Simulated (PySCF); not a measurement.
This script is equivalent to a calculation on Sr²⁺ (strontium, charge +2).

```python
from pyscf import gto, scf, dft, mp, cc
import basis_set_exchange as bse
txt = bse.get_basis("def2-SVP", elements=["Sr"], fmt="nwchem", header=False)
cut = txt.index("\nECP")
mol = gto.M(atom="Sr 0 0 0", charge=2, spin=0, symmetry="D2h",
            basis=gto.basis.parse(txt[:cut]),
            ecp={"Sr": gto.basis.parse_ecp(txt[cut:])})
mf = dft.UKS(mol, xc="M062X")
mf.irrep_nelec = {'Ag': (1, 1), 'B1u': (1, 1), 'B2u': (1, 1), 'B3u': (1, 1)}
mf.kernel()
```

(1) What total energy does it give?

(2) Which occupied shell lies highest, and where?

Energies and moments cover only the electrons outside the core potential.

Results:

(1) -29.995 hartree (calculated).

(2) 4p, at -40.155 eV.
